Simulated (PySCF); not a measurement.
C₂H₄Si, SMILES `C#C[SiH3]`, neutral singlet in the gas phase. 

Cartesian coordinates (Å):
```xyz
7

C      1.9355    -0.3827    -0.0132
C      0.7414    -0.1466    -0.0051
Si    -1.0511     0.2078     0.0072
H      2.9876    -0.5907    -0.0205
H     -1.4078     1.0032    -1.2043
H     -1.8109    -1.0768     0.0022
H     -1.3946     0.9858     1.2338
```
Charge 0, spin multiplicity 1.

All levels are single points at this geometry (PBE-D3(BJ)/def2-TZVP); Pople sets use spherical d functions. Orbital energies aren't observables, and empty levels follow the basis.

| level | HOMO (eV) | LUMO (eV) | gap (eV) | dipole (D) | vertical IE, Delta-SCF (eV) |
|---|---|---|---|---|---|
| PBE-D3(BJ)/def2-TZVP in PySCF | -7.08 | -1.12 | 5.96 | 0.40 | – |
| B3LYP/LANL2DZ in PySCF | -7.89 | 0.16 | 8.04 | 0.09 | – |
| M06-2X/6-31G* in PySCF | -9.21 | 1.29 | 10.49 | 0.42 | – |
| PBE/6-31G* in PySCF | -6.72 | -0.64 | 6.08 | 0.47 | 10.22 |
| HF/6-31G* in PySCF | -10.74 | 3.99 | 14.73 | 0.59 | 9.32 |
| HF/STO-3G in PySCF | -8.65 | 10.17 | 18.81 | 0.42 | – |
